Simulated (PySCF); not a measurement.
Ionisation energy of Cr by level of theory

Cr [Ar] 3d5 4s1 [3d3/2^4 3d5/2^1 4s1/2^1, M_J = 3] → Cr⁺ [Ar] 3d5 [3d3/2^4 3d5/2^1, M_J = 5/2], as a difference of total energies. All numbers are calculated (PySCF 2.14, the two-component X2C-1e Hamiltonian, in x2c-TZVPall-2c). Correlated levels: [Ne] frozen; the 6 highest virtual spinors dropped. "Screened" scales the spin-orbit matrix elements by Boettger's factors to mimic the two-electron term; Breit and QED terms are absent.

```json
{"method": "GHF (screened spin-orbit)", "ionisation energy (eV)": "6.016"}
{"method": "GMP2 (screened spin-orbit)", "ionisation energy (eV)": "6.665"}
```

Q: How much does correlation contribute at GMP2 (screened spin-orbit)?

A: 6.665 − (6.016) = 0.649 eV, measured against GHF (screened spin-orbit).

Errors of the correlated levels include the incompleteness of this basis and the frozen core.

The labels give the starting determinants; with spin-orbit coupling the two ends relaxed to ⟨J²⟩ = 12.00, ⟨L²⟩ = 0.00, ⟨S²⟩ = 12.00 and ⟨J²⟩ = 8.75, ⟨L²⟩ = 0.00, ⟨S²⟩ = 8.75.

For comparison: 6.767 eV (measured; NIST Atomic Spectra Database, ionization energies).
